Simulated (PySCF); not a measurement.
CoFCl + HF → CoF₂ + HCl

Level: PBE0 in the def2-TZVP basis family, all electrons, no relativity, computed in PySCF with density fitting; open shells unrestricted.

| species | state and structure | E (Eh) | ZPE (kJ/mol) | H(298 K) − H(0) (kJ/mol) | S° (J/(mol K)) |
| --- | --- | --- | --- | --- | --- |
| CoFCl | quartet, C∞v, Co–Cl 2.112 Å, Co–F 1.742 Å; Cl–Co–F 180.0° | -1942.48487 | 8.0 | 13.4 | 283.8 |
| HF | singlet, C∞v, H–F 0.920 Å | -100.39188 | 24.9 | 8.7 | 173.6 |
| CoF₂ | quartet, D∞h, Co–F 1.737 Å (×2) | -1582.19635 | 10.0 | 12.6 | 264.6 |
| HCl | singlet, C∞v, H–Cl 1.279 Å | -460.66440 | 17.9 | 8.7 | 186.6 |

Task: What is the electronic reaction energy?

Result: At PBE0/def2-TZVP, ΔE = 42.0 kJ/mol from the differences of the total energies times 2625.5, uphill. Ligand exchange with HF takes part in thermal etching.

Task: Add zero-point, thermal and entropy terms for 298.15 K and 1 bar.

Result: ΔZPE = -5.0 and Δ[H(298) − H(0)] = -0.8 kJ/mol give ΔH° = 36.2 kJ/mol. ΔS° = -6.2 J/(mol K), so ΔG° = 36.2 − 298.15 × (-0.0062) = 38 kJ/mol and log₁₀K = -6.7.

Open d or f shells are single determinants, so the state found may not be the ground state. The structures come from searches over a few start shapes, so lower isomers are not excluded.
